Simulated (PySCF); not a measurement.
**Electron correlation in Br³⁺ (bromine, charge +3)**

[Ar] 3d10 4s2 4p2, high-spin 3P determinant. All numbers are calculated (PySCF 2.14, scalar relativity by spin-free X2C-1e, in x2c-TZVPPall with one added diffuse shell each of s, p, d type (7s6p5d1f, 57 functions)). Frozen: [Ne]; 22 electrons correlated.

| level | correlation energy (mhartree) |
| --- | --- |
| CCSD | -243.08 |
| (T) | -5.01 |
| CCSD(T) | -248.09 |

Diagnostics: T1 = 0.0040, D1 = 0.0170, largest double amplitude 0.088.

**Question.** Is a single reference adequate?

**Answer.** Mostly. T1 lies below 0.03, but a double amplitude of this size points to a near-degeneracy that CCSD handles and MP2 describes poorly.

This basis was not built for core-valence correlation, so the inner-shell part is incomplete.
